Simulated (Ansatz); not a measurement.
Be2Br2⁺ (the lowest doublet isomer of a short search). The state is a doublet with charge 1. Geometry PBE-D4/def2-TZVP, basis def2-TZVP, Ansatz.

```xyz
4

Be   -0.521   -0.324   -0.628
Be    1.397    0.868    1.703
Br   -0.428   -0.280   -2.534
Br   -0.447   -0.264    1.459
```

```
run  HOMO (eV)  LUMO (eV)
  A     -11.41      -7.80
  B     -13.01      -7.16
  C     -10.76      -8.53
  D     -11.98      -7.57
  E     -11.03      -8.10
  F     -11.81      -7.73
```

The structure comes from a short search, and lower isomers may exist.

HOMO and LUMO are taken over both spins.

The runs used CAM-B3LYP, PBE, PBE0, r2SCAN, r2SCAN0, r2SCANh. Estimate which is which.

A r2SCANh (10 % exact exchange); B CAM-B3LYP (range-separated); C PBE (0 % exact exchange); D r2SCAN0 (25 % exact exchange); E r2SCAN (0 % exact exchange); F PBE0 (25 % exact exchange). Exact exchange lowers occupied and raises empty levels; among semilocal functionals meta-GGAs tend to open the gap a little, and such runs are hard to tell apart. The gap grows from 2.23 eV (PBE) to 5.84 eV (CAM-B3LYP).
